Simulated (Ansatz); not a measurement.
Species, as SMILES: N#C[O], doublet.
Atoms: O1, C2, N3. Bonds: O1-C2, C2-N3.

Basis-set convergence of the harmonic zero-point energy at B3LYP with Ansatz (a first-principles code). Each level at its own minimum, finite differences of forces, unscaled; the reference is a large set that could be run, not a limit. Cartesian d functions, on some or all atoms, in 6-31+G*; all else is spherical. The program fits the integrals of some runs and decomposes those of others, by size. Open shells are unrestricted. No added dispersion term, no relativity. Reference: the value in cc-pVQZ, 6.27 kcal/mol. Deviations are taken from unrounded values.

```tsv
basis	functions	harmonic zero-point energy (kcal/mol)	minus reference (kcal/mol)
STO-3G	15	5.32	-0.95
3-21G	27	5.86	-0.42
6-31G	27	5.68	-0.60
pcseg-0	27	5.52	-0.75
pcseg-1	42	6.22	-0.05
6-311G**	54	6.27	0.00
6-31+G*	57	6.18	-0.09
def2-SVPD	63	6.35	0.07
6-311++G(2d,2p)	81	6.24	-0.04
cc-pVTZ	90	6.27	0.00
pcseg-2	90	6.27	-0.01
def2-TZVPP	93	6.28	0.01
def2-TZVPPD	114	6.28	0.01
jun-cc-pV(T+d)Z	117	6.26	-0.01
cc-pCVTZ	129	6.27	0.00
aug-cc-pVTZ	138	6.26	-0.01
aug-pcseg-2	138	6.27	0.00
cc-pVQZ	165	6.27	0.00
```
